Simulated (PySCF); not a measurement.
# Electron correlation in Cd⁺ (cadmium, charge +1)

[Kr] 4d9 5s2, 2D determinant (an excited configuration). All numbers are calculated (PySCF 2.14, scalar relativity by spin-free X2C-1e, in x2c-TZVPPall (8s6p6d2f1g, 79 functions)). Frozen: [Kr]; 11 electrons correlated.

| level | correlation energy (mhartree) |
| --- | --- |
| CCSD | -357.23 |
| (T) | -10.89 |
| CCSD(T) | -368.12 |

Diagnostics: T1 = 0.011, D1 = 0.0368, largest double amplitude 0.080.

Cost of the coupled-cluster step: about 8 core-seconds, for 11 correlated electrons.

Iterations:

```
CC2 = 0
CCSD nocc = (np.int64(6), np.int64(5)), nmo = (61, 61)
frozen orbitals [[0, 1, 2, 3, 4, 5, 6, 7, 8, 9, 10, 11, 12, 13, 14, 15, 16, 17], [0, 1, 2, 3, 4, 5, 6, 7, 8, 9, 10, 11, 12, 13, 14, 15, 16, 17]]
max_cycle = 100
direct = 0
conv_tol = 1e-08
conv_tol_normt = 1e-06
diis_space = 8
diis_start_cycle = 0
Init t2, MP2 energy = -0.375068695192568
Init E_corr(UCCSD) = -0.3750686951931
cycle = 1  E_corr(UCCSD) = -0.350882211394988  dE = 0.0241864838  norm(t1,t2) = 0.0546939
cycle = 2  E_corr(UCCSD) = -0.356615461467798  dE = -0.00573325007  norm(t1,t2) = 0.0155584
cycle = 3  E_corr(UCCSD) = -0.35681603346532  dE = -0.000200571998  norm(t1,t2) = 0.00637565
cycle = 4  E_corr(UCCSD) = -0.357226428170437  dE = -0.000410394705  norm(t1,t2) = 0.00149431
cycle = 5  E_corr(UCCSD) = -0.357226013669347  dE = 4.1450109e-07  norm(t1,t2) = 0.000836601
cycle = 6  E_corr(UCCSD) = -0.357227140713338  dE = -1.12704399e-06  norm(t1,t2) = 0.000315856
cycle = 7  E_corr(UCCSD) = -0.357227318530847  dE = -1.77817509e-07  norm(t1,t2) = 0.000198147
cycle = 8  E_corr(UCCSD) = -0.357228659550541  dE = -1.34101969e-06  norm(t1,t2) = 0.000310583
cycle = 9  E_corr(UCCSD) = -0.357225443090501  dE = 3.21646004e-06  norm(t1,t2) = 4.59622e-05
cycle = 10  E_corr(UCCSD) = -0.357225777222243  dE = -3.34131742e-07  norm(t1,t2) = 1.23317e-05
cycle = 11  E_corr(UCCSD) = -0.35722603882388  dE = -2.61601637e-07  norm(t1,t2) = 4.54445e-06
cycle = 12  E_corr(UCCSD) = -0.357226051432693  dE = -1.26088133e-08  norm(t1,t2) = 1.19496e-06
cycle = 13  E_corr(UCCSD) = -0.357226059889533  dE = -8.45684012e-09  norm(t1,t2) = 4.23553e-07
UCCSD converged
E(UCCSD) = -5591.074341899043  E_corr = -0.3572260598895332
UCCSD(T) correction = -0.0108857084501049
```
